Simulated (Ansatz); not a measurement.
Cost against result

Saddle point of TiH2F4, closed shell (TiF₄ ([F][Ti]([F])([F])[F]) + H₂ → TiHF₃ ([F][TiH]([F])[F]) + HF (still joined by a long Ti–F bond); bonds formed: Ti1–H7, F2–H6; bonds broken: H6–H7; bonds weakened to dative contacts: Ti1–F2), PBE0-D4/def2-TZVP structure:

```tsv
atom	x (Å)	y (Å)	z (Å)
Ti1	-0.4345	0.0328	0.2139
F2	1.0253	0.8058	-1.0589
F3	-1.6156	0.0310	-1.0571
F4	-0.3929	1.4538	1.2086
F5	-1.0005	-1.2063	1.2977
H6	1.3463	-0.1384	-0.6398
H7	1.0717	-0.9786	0.0356
```

Barriers are electronic and count from the start structure reached by relaxing down the imaginary mode.

Program: Ansatz 0.2.0. Basis: as named in each row. Cores are frozen in the correlated methods. B3LYP uses VWN-RPA correlation. Extrapolation: Hartree–Fock as exp(−7.88 √X), correlation as X^−2.97.

Times are rough, for one single point on 8 threads of a shared host (Arm Neoverse V1).

The estimate by CCSD(T) at an estimated basis limit (MP2 extrapolated from triple and quadruple zeta, plus CCSD(T) − MP2 in triple zeta) is 1.832 eV.

```csv
method,basis,time (s),barrier (eV),method less estimate
HF,STO-3G,under 1,2.760,0.929
PBE-D4,STO-3G,under 1,2.109,0.277
SPW92,def2-SVP,under 1,1.244,-0.587
PBE-D4,def2-SVP,under 1,1.643,-0.188
B3LYP-D4,6-31G,under 1,2.086,0.255
SPW92,def2-TZVPP,under 1,1.277,-0.555
PBE0-D4,def2-SVP,under 1,1.716,-0.115
PBE-D4,def2-TZVPP,1,1.691,-0.141
BLYP-D4,def2-TZVPP,1,1.858,0.026
B3LYP-D4,def2-TZVPP,1,1.874,0.042
BHLYP-D4,def2-TZVPP,1,1.947,0.116
PBE0-D4,def2-TZVPP,2,1.752,-0.079
CAM-B3LYP-D4,def2-TZVPP,2,1.836,0.005
r2SCAN-D4,def2-TZVPP,2,1.755,-0.076
r2SCAN0-D4,def2-TZVPP,3,1.788,-0.043
B2PLYP,def2-TZVPP,3,1.907,0.076
PBE-QIDH,def2-TZVPP,3,1.838,0.006
wB97M-V,def2-SVP,3,1.712,-0.119
wB97X-V,def2-TZVPP,4,1.869,0.037
RPA on PBE,def2-TZVPP,4,1.853,0.022
B97M-V,def2-TZVPP,4,1.783,-0.049
CCSD(T),def2-SVP,4,1.940,0.108
wB97M-V,def2-TZVPP,5,1.825,-0.007
MP2,def2-QZVPP,8,1.890,0.059
CCSD(T),def2-TZVPP,110,1.880,0.048
```

All methods are single points on the PBE0-D4 structures.

The T1 diagnostic stays at or below 0.024.

Labels in which every atom is bracketed show which atoms are joined, not bond orders.
